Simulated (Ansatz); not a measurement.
Species: C₂H₆N, SMILES `C[N]C` (charge 0, multiplicity 2).

### Question
Give a relaxed geometry from PBE-D3(BJ)/def2-TZVP run with Ansatz (an electronic-structure program).

### Answer
the end point of this relaxation (outside a Z-matrix the atoms follow the SMILES, hydrogens last).
Cartesian coordinates (Å) in one orientation:
```xyz
9

C     -1.128    -0.274    -0.261
N      0.055     0.326    -0.808
C      1.136     0.327     0.135
H     -1.464     0.252     0.658
H     -0.944    -1.326     0.048
H     -1.946    -0.262    -0.994
H      2.028     0.800    -0.296
H      0.863     0.862     1.069
H      1.399    -0.706     0.450
```
